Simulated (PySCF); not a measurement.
Optical rotation: `N#C[C@H]1C[C@@H](F)OC1(F)F`, C5H4F3NO

Geometry:
```csv
atom,x (Å),y (Å),z (Å)
N1,-2.331,1.616,0.771
C2,-1.667,0.854,0.244
C3,-0.815,-0.089,-0.452
C4,0.502,0.566,-0.897
C5,1.405,0.285,0.305
F6,1.248,1.274,1.239
O7,0.986,-0.928,0.847
C8,-0.308,-1.203,0.500
F9,-1.079,-1.368,1.587
F10,-0.344,-2.406,-0.132
H11,-1.378,-0.538,-1.275
H12,0.405,1.636,-1.070
H13,0.899,0.077,-1.785
H14,2.477,0.224,0.095
```

Method used: TDDFT B3LYP/def2-SVPD circular dichroism and optical rotation, one conformer, gas phase (PySCF). Geometry: GFN2-xTB.

Stereocentres: C3 R, C5 R.

Problem. Give the optical rotatory dispersion at 633, 589.3, 546, 436, 405, 365, 355 nm.

Solution. [α] in deg dm⁻¹ (g/mL)⁻¹:
```csv
λ (nm),origin-invariant length gauge,modified velocity gauge,length gauge (centre of mass),isotropic polarisability (au)
633,+54.0,+55.9,+55.6,65.5
589.3,+62.9,+65.0,+64.8,65.7
546,+74.0,+76.5,+76.3,65.9
436,+121.5,+125.2,+125.2,66.7
405,+143.6,+147.8,+148.0,67.1
365,+183.0,+188.0,+188.6,67.7
355,+195.5,+200.8,+201.5,67.9
```

Problem. And for the mirror image at 589.3 nm?

Solution. -62.9 deg dm⁻¹ (g/mL)⁻¹ (origin-invariant length gauge): the same size and the opposite sign.

Problem. What is the molar rotation [Φ] = [α]·M/100 of the geometry above at 589.3 nm?

Solution. With M = 151.09 g/mol, +95.0 deg cm² dmol⁻¹ (origin-invariant length gauge).

The first excitation lies at 7.71 eV (161 nm) with R = +1.1 × 10⁻⁴⁰ esu² cm² (velocity form).
